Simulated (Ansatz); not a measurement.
Basis-set extrapolation for C2H6BFSi, SMILES `B[SiH](F)C=C` (PBE0-D4/def2-TZVP geometry, frozen core, Ansatz). Multiplicity 1, RHF reference.

```csv
,def2-TZVPP,def2-QZVPP
HF,-492.394052,-492.412677
MP2 correlation,-0.785787,-0.846509
CCSD(T) correlation,-0.865209,not run
```

Energies in hartree. Use E(X) = E(∞) + A·exp(−7.88·√X) for Hartree–Fock and E(X) = E(∞) + B·X^(−2.97) for correlation, with X = 3 and 4, and add CCSD(T) minus MP2 of the smaller set to the MP2 limit.

Q: What is the CCSD(T) energy at the basis-set limit?

A: HF limit: -492.412677 + (-0.018625) × 0.13774 = -492.41524. MP2 limit: -0.846509 + (-0.060722) × 0.74074 = -0.89149. Higher-order term: -0.865209 − (-0.785787) = -0.07942. Total: -493.38615 hartree, 333.1 kJ/mol below CCSD(T)/def2-TZVPP.
